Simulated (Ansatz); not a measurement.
CO ··· GeH4

The pair of CO (SMILES [C-]#[O+], atoms 1–2) and GeH4 (SMILES [GeH4], atoms 3–7), both closed shells, in one local arrangement (a lower one may exist), relaxed at PBE0-D4/def2-TZVP:

C1  (-0.367, -0.425, -2.447)
O2  (-0.332, -0.111, -3.525)
Ge3  (0.139, 0.105, 1.192)
H4  (0.947, 1.046, 0.289)
H5  (-1.356, 0.261, 0.888)
H6  (0.400, 0.469, 2.661)
H7  (0.570, -1.345, 0.941)
(Å)

Computed with Ansatz 0.2.0 (basis: def2-TZVPPD, with def2-QZVPPD for the basis limit); correlated methods freeze the cores. Filled d shells of the heavier atoms are correlated. The def2 sets are not built for correlating such inner shells, so the correlated values are less sure here. B3LYP uses VWN-RPA correlation. Extrapolation: Hartree–Fock as exp(−7.88 √X), correlation as X^−2.97. Interaction energies count from these two fragments, frozen as in the pair, with the counterpoise correction; negative means bound.

**Question.** What is the interaction energy by CCSD(T) at an estimated basis limit (MP2 extrapolated from triple and quadruple zeta, plus CCSD(T) − MP2 in triple zeta)? (Judge from chemistry; the value comes from the calculation.)

**Answer.** The calculation gives: -0.69 kcal/mol. Hartree–Fock alone gives 0.36 kcal/mol at the basis limit, so without correlation the pair would not bind at this distance. It counts from the two fragments frozen as in the pair.

The same quantity by other methods in triple zeta, and each one's difference from that estimate:
```tsv
method	E_int (kcal/mol)	difference
PBE-D4	-0.78	-0.09
revPBE-D4	-0.28	0.42
BLYP-D4	-0.27	0.43
r2SCAN-D4	-0.43	0.26
B97M-V	-0.80	-0.11
PBE0-D4	-0.71	-0.02
B3LYP-D4	-0.46	0.23
HSE06-D4	-0.73	-0.03
wB97X-V	-0.75	-0.06
wB97M-V	-0.72	-0.02
B2PLYP	-0.10	0.59
HF	0.35	1.05
MP2	-0.60	0.09
CCSD	-0.42	0.27
CCSD(T)	-0.57	0.12
```
Differences are method less estimate.

**Question.** Which atoms make the shortest contact between the fragments?

**Answer.** C1 and H4, 3.37 Å apart.

Basis-set superposition shift (counterpoise-corrected less uncorrected): CCSD(T) 0.40; MP2 0.42; HF 0.07; PBE0-D4 0.07; wB97M-V 0.07 kcal/mol.

No T1 diagnostic of these runs exceeds 0.020.

For scale, one of the runs: CCSD(T)/def2-TZVPPD, 199 basis functions, launched by `ansatz run in.yaml --threads 4 --pin off --events-out ev --progress --plain --max-ram 9574MiB`. The run took 15 s on 4 CPU threads of an AMD EPYC 9R45 (shared host), with 2.4 GiB of host memory at its peak.
